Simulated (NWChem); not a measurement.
**Atomisation of CH3N2S**

```
C
N 1 1.3035
H 2 1.0219 1 111.51
N 1 1.3492 2 120.92 3 -162.00
H 4 1.0100 1 119.31 2 -160.69
H 4 1.0127 5 118.83 1 -156.27
S 1 1.7212 2 117.42 3 25.19
```
Charge 0, spin multiplicity 2.

Everything below was run with NWChem. Structure: optimised with UPBE0/def2-SVP, a minimum by its harmonic frequencies. It is one conformer; others weren't searched.

Basis set: def2-TZVP. The atomisation energy is electronic alone: no zero-point, thermal, spin-orbit or counterpoise terms. No value is extrapolated to the basis-set limit. Free atoms are single determinants with multiplicities N 4, C 3, S 3, H 2. Correlated methods freeze the same cores in atoms and molecule, 8 orbitals in all.

Relative cost: rough, from shared machines, SCF included, LDA (SVWN5) = 1. Costs are the molecule's.

B3LYP has NWChem's definition, with VWN1-RPA local correlation. GW and range-separated runs recompute their integrals, the others keep them in memory, which bears on the times. The structure started from a generated list of species. The stability of the SCF solutions was not checked. Open-shell Hartree-Fock references start from PBE0 orbitals; any time given for them includes that run.

| method | atomisation energy (kcal/mol) | relative cost | remark |
|---|---|---|---|
| MP2 | ___ | 10 | spin-contaminated |
| PBE | ___ | under 3 | - |
| HF | 365.3 | 10 | spin-contaminated |
| B3LYP | 597.2 | 5 | - |
| LC-wPBE (omega 0.3 per bohr) | 606.3 | 20 | - |
| PBE0 | 601.1 | 3 | - |
| r2SCAN | 598.9 | 3 | - |
| TPSS | ___ | under 3 | - |
| LDA (SVWN5) | ___ | 1 | - |

### Question
Complete the blanks.

### Answer

- MP2, atomisation energy (kcal/mol): 566.7
- PBE, atomisation energy (kcal/mol): 628.7
- TPSS, atomisation energy (kcal/mol): 602.7
- LDA (SVWN5), atomisation energy (kcal/mol): 718.9
